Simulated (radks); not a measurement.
The numbers below are computed, except where a source is named.
All-electron atom: the thulium ion Tm35+ in [Ar] 3d10 4s2 4p4. Code: a radial shooting solver on a logarithmic mesh with Libxc functionals. Model: non-relativistic Kohn-Sham, TPSS, spin-polarised, spherical densities, point nucleus; open shells are filled with parallel spins first (spin-orbit coupling, left out, can overturn this in heavy ions); meta-GGA in the generalised Kohn-Sham scheme; relativity is left out, which matters for an element this heavy.

Unscreened Slater integrals over Kohn-Sham orbitals (hartree). They are taken over the spin-up orbitals. Empty in this configuration: 4d.

integral     value
F0(4p,4p)   1.9166
F2(4p,4p)   1.0048
F0(4p,4s)   1.9114
G1(4p,4s)   1.2922
F0(4p,3d)   2.4351
F2(4p,3d)  0.68796
G1(4p,3d)  0.22341
G3(4p,3d)  0.22479
F0(4p,4d)   1.9355
F2(4p,4d)  0.99564
G1(4p,4d)   1.2179
G3(4p,4d)  0.78776
F0(4s,4s)   1.9074
F0(4s,3d)   2.4130
G2(4s,3d)  0.21396
F0(4s,4d)   1.9301
G2(4s,4d)  0.93783
F0(3d,3d)   4.5921
F2(3d,3d)   2.3528
F4(3d,3d)   1.5166
F0(3d,4d)   2.5090
F2(3d,4d)  0.74285
F4(3d,4d)  0.37359
G0(3d,4d)  0.23537
G2(3d,4d)  0.30046
G4(3d,4d)  0.23745
F0(4d,4d)   1.9615
F2(4d,4d)   1.0048
F4(4d,4d)  0.68661

Derived for the open shells (J is the average intra-shell exchange parameter used in DFT+U). 4p: J = F2/5 = 0.2010 hartree.
